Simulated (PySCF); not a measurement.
These 6 structures share the formula C4H10GeO. Method used: PBE0-D3(BJ)/def2-SVP geometry optimisation, gas phase in PySCF 2.14.0. One conformer each; no zero-point energy, no entropy. No frequencies were run at this level. Point groups hold within 0.08 Å.

Task: Rank from lowest to highest electronic energy at this level (kcal/mol).
A. `[CH2:1]=[CH:2][CH2:3][CH2:4][O:5][GeH3:6]` with C1–C2–C3–C4 118°, C2–C3–C4–O5 176°, C3–C4–O5–Ge6 175°
B. `[CH2:1]=[CH:2][O:3][GeH:4]([CH3:5])[CH3:6]` with C1–C2–O3–Ge4 -5°, C2–O3–Ge4–C5 175°
C. `[CH3:1][O:2][GeH:3]1[CH2:4][CH2:5][CH2:6]1` with C1–O2–Ge3–C4 173°, O2–Ge3–C4–C5 130°, Ge3–C4–C5–C6 -20°, C4–C5–C6–Ge3 20°, O2–Ge3–C6–C5 -125°
D. `[CH2:1]=[CH:2][C@@H:3]([GeH3:4])[O:5][CH3:6]` with C1–C2–C3–Ge4 103°, C2–C3–O5–C6 70°
E. `[CH3:1]/[CH:2]=[CH:3]\[CH2:4][O:5][GeH3:6]` with C2–C3–C4–O5 -139°, C3–C4–O5–Ge6 179°
F. `[CH3:1][O:2][C@H:3]1[CH2:4][CH2:5][GeH2:6]1` with C1–O2–C3–C4 -179°, O2–C3–C4–C5 91°, C3–C4–C5–Ge6 21°, C4–C5–Ge6–C3 -16°, O2–C3–Ge6–C5 -93°

Result: B (0.0), C (11.3), E (20.9), A (21.4), F (32.0), D (39.8).

Neighbours under 2.5 kcal/mol apart (C/C=C\C[O][GeH3] and C=CCC[O][GeH3]) can change places with a better method, another conformer or zero-point energy.

```tsv
SMILES	E (Eh)	E rel (kcal/mol)	dipole (D)	point group	A, B, C (MHz)
C=C[O][GeH]([CH3])[CH3]	-2309.71627	0.0	1.90	C1	4202, 1680, 1372
C[O][GeH]1[CH2]C[CH2]1	-2309.69826	11.3	1.04	C1	6148, 1568, 1455
C/C=C\C[O][GeH3]	-2309.68293	20.9	1.32	C1	8705, 710.6, 677.2
C=CCC[O][GeH3]	-2309.68222	21.4	1.13	C1	12894, 637.3, 631.2
CO[C@H]1C[CH2][GeH2]1	-2309.66521	32.0	0.78	C1	3589, 1878, 1397
C=C[C@@H]([GeH3])OC	-2309.65291	39.8	1.40	C1	2869, 1510, 1051
```

Task: As an exercise, what shares would exp(−E/RT) give at 2000 K from these electronic energies alone (no entropy, no degeneracies)?

Result: RT = 3.974 kcal/mol: C=C[O][GeH]([CH3])[CH3] 93.6 %, C[O][GeH]1[CH2]C[CH2]1 5.4 %, C/C=C\C[O][GeH3] 0.5 %, C=CCC[O][GeH3] 0.4 %, CO[C@H]1C[CH2][GeH2]1 under 0.1 %, C=C[C@@H]([GeH3])OC under 0.1 %.
